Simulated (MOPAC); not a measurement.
Job for MOPAC: PM7 on TaCl, 2S+1 = 3, a spin state set in the input, which need not be the lowest, a point of a bond scan (R = 2.271 Å).

```
PM7 1SCF PRECISE CHARGE=0 UHF MS=1 THREADS=1
ClTa

Ta     0.00000000 1     0.00000000 1     0.00000000 1
Cl     0.00000000 1     0.00000000 1     2.27064600 1
```

The log:

```
*******************************************************************************
 **                                                                           **
 **                              MOPAC v23.2.5                                **
 **                                                                           **
 *******************************************************************************
 ** MOPAC's Digital Object Identifier: https://doi.org/10.5281/zenodo.6511958 **
 **                                                                           **
 ** Please cite the open-source release paper for use of this MOPAC version:  **
 ** J. E. Moussa and J. J. P. Stewart (2026)                                  **
 ** MOPAC: An open-source semiempirical molecular orbital program             **
 ** J. Open Source Softw., 11(119), 8025, https://doi.org/10.21105/joss.08025 **
 *******************************************************************************

                              PM7 CALCULATION RESULTS

 *******************************************************************************
 *  PM7        - The PM7 Hamiltonian to be used
 *  UHF        - UNRESTRICTED HARTREE-FOCK CALCULATION
 *
 *
 *
 *                 CHARGE ON SYSTEM = 0
 *
 *
 *
 *  MS=        - IN MECI, MAGNETIC COMPONENT OF SPIN =  1.0
 *  PRECISE    - TIGHTER CRITERIA TO BE USED
 *  1SCF       - DO 1 SCF AND THEN STOP
 *  THREADS=1  - MULTI-THREADING NOT USED
 *  T=         - A TIME OF 172800.0 SECONDS REQUESTED
 *  DUMP=N     - RESTART FILE WRITTEN EVERY 7200.0 SECONDS REQUESTED
 *******************************************************************************
PM7 1SCF PRECISE CHARGE=0 UHF MS=1 THREADS=1
 ClTa

   ATOM   CHEMICAL          X               Y               Z
  NUMBER   SYMBOL      (ANGSTROMS)     (ANGSTROMS)     (ANGSTROMS)

     1      Ta          0.00000000  *   0.00000000  *   0.00000000  *
     2      Cl          0.00000000  *   0.00000000  *   2.27064600  *



          CARTESIAN COORDINATES

    NO.       ATOM           X           Y           Z

     1        Ta          0.0000      0.0000      0.0000
     2        Cl          0.0000      0.0000      2.2706

 General Reference for PM7:
 "Optimization of Parameters for Semiempirical Methods VI: More Modifications to the
 NDDO Approximations and Re-optimization of Parameters", J. J. P. Stewart, J. Mol. Mod., 1:32, 19 (2013)
 https://link.springer.com/article/10.1007/s00894-012-1667-x

           Empirical Formula: Ta Cl  =     2 atoms



      MOLECULAR POINT GROUP   :   C*v


          UHF CALCULATION, NO. OF ALPHA ELECTRONS =    7
                           NO. OF BETA  ELECTRONS =    5

 -------------------------------------------------------------------------------
 PM7 1SCF PRECISE CHARGE=0 UHF MS=1 THREADS=1
 ClTa



     1SCF WAS SPECIFIED, SO BFGS WAS NOT USED
     SCF FIELD WAS ACHIEVED


                              PM7 CALCULATION
                                                       MOPAC v23.2.5 Linux




          FINAL HEAT OF FORMATION =         78.52183 KCAL/MOL =     328.53532 KJ/MOL


          COSMO AREA              =        101.92 SQUARE ANGSTROMS
          COSMO VOLUME            =         91.17 CUBIC ANGSTROMS

          IONIZATION POTENTIAL    =          7.436683 EV
          ALPHA SOMO LUMO (EV)    =         -7.437 -0.023
          BETA  SOMO LUMO (EV)    =         -8.648  0.764
          NO. OF ALPHA ELECTRONS  =          7
          NO. OF BETA  ELECTRONS  =          5
          MOLECULAR WEIGHT        =        216.4009         POINT GROUP:  C*v

          MOLECULAR DIMENSIONS (Angstroms)

            Atom       Atom       Distance
           Cl     2   Ta     1     2.27065
           Cl     2   Ta     1     0.00000
           Ta     1   Cl     2     0.00000


          SCF CALCULATIONS        =          1





   ATOM   CHEMICAL          X               Y               Z
  NUMBER   SYMBOL      (ANGSTROMS)     (ANGSTROMS)     (ANGSTROMS)

     1      Ta          0.00000000  *   0.00000000  *   0.00000000  *
     2      Cl          0.00000000  *   0.00000000  *   2.27064600  *

                             CARTESIAN COORDINATES

   1   Ta        0.000000000     0.000000000     0.000000000
   2   Cl        0.000000000     0.000000000     2.270646000


           Empirical Formula: Ta Cl  =     2 atoms



      MOLECULAR POINT GROUP   :   C*v


          ALPHA EIGENVALUES
 -25.42870 -13.09854 -12.59660 -12.59660  -9.65191  -7.43668  -7.43668  -0.02285
  -0.02285   0.85123  22.97398  22.97398  23.96680  70.76737  70.76737  72.15421
  72.15421  72.58201


           BETA EIGENVALUES
 -25.91002 -13.16163 -12.60113 -12.60113  -8.64789   0.76359   0.76359   1.05479
   1.05479   1.53487  24.54439  26.18804  26.18804  70.73697  70.73697  72.10444
  72.10444  72.52073


              NET ATOMIC CHARGES AND DIPOLE CONTRIBUTIONS

  ATOM NO.   TYPE          CHARGE      No. of ELECS.   s-Pop       p-Pop       d-Pop
    1         Ta           0.099251        4.9007     1.96140     0.00160     2.93775
    2         Cl          -0.099251        7.0993     1.95830     5.13711     0.00385
 DIPOLE           X         Y         Z       TOTAL
 POINT-CHG.     0.000     0.000    -1.082     1.082
 HYBRID         0.000    -0.000    -0.674     0.674
 SUM            0.000    -0.000    -1.757     1.757


          ATOMIC ORBITAL ELECTRON POPULATIONS

     Atom    s        px        py        pz      x^2-y^2     xz        z^2       yz        xy
    1 Ta   1.96140   0.00013   0.00013   0.00134   0.99963   0.24943   0.43962   0.24943   0.99963
    2 Cl   1.95830   1.75038   1.75038   1.63635   0.00037   0.00006   0.00300   0.00006   0.00037


                    (SZ)    =    1.000000
                    (S**2)  =    2.021717


          ATOMIC ORBITAL SPIN POPULATIONS

    Atom   Total    s     px     py     pz   x^2-y^2  xz     z^2    yz     xy
         Atomic
    1 Ta  2.1056 -0.027  0.000  0.000  0.000  1.000  0.028  0.078  0.028  1.000
    2 Cl -0.1056 -0.003 -0.028 -0.028 -0.048  0.000  0.000 -0.000  0.000  0.000

 **********************
 *                    *
 * JOB ENDED NORMALLY *
 *                    *
 **********************




 == MOPAC DONE ==
```

The run finished.

Cost: very roughly 0.03 core-seconds.
